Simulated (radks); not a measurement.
Effect of the nuclear size on the gallium ion Ga16+, [Ne] 3s2 3p3. Calculated with a radial shooting solver on a logarithmic mesh with Libxc functionals: Dirac Kohn-Sham, relativistic LDA (MacDonald-Vosko exchange, VWN5 correlation), spin-unpolarised, spherical densities, finite nucleus; open shells fill j = l - 1/2 first; Fermi nuclear charge, rms radius 3.9973 fm. The rms radius is varied about that value; shifts are against it.

rms radius (fm)  total energy shift (eV)  density at nucleus (e/bohr^3)  1s1/2 shift (meV)  2s1/2 shift (meV)  2p1/2 shift (meV)  3s1/2 shift (meV)  3p1/2 shift (meV)  3p3/2 shift (meV)  4s1/2 (empty) shift (meV)
3.5216                           -0.0630                      2.836e+04              -26.5              -2.56              0.252             -0.540              0.061              0.064                     -0.187
3.7535                           -0.0332                      2.826e+04              -13.9              -1.35              0.133             -0.285              0.032              0.034                     -0.099
3.9973                                 0                      2.815e+04              0.000              0.000              0.000              0.000              0.000              0.000                      0.000
4.373                             0.0550                        2.8e+04               23.1               2.24             -0.220              0.472             -0.053             -0.056                      0.163
4.5809                            0.0875                      2.792e+04               36.7               3.56             -0.349              0.750             -0.084             -0.089                      0.260

Slopes of the eigenvalues against <r^2> in GHz/fm^2, as finite differences over the two radii next to the reference (eigenvalue slopes, not the field-shift constants of lines): 1s1/2 1780, 2s1/2 173, 2p1/2 -16.9, 3s1/2 36.3, 3p1/2 -4.09, 3p3/2 -4.33, 4s1/2 (empty) 12.6.
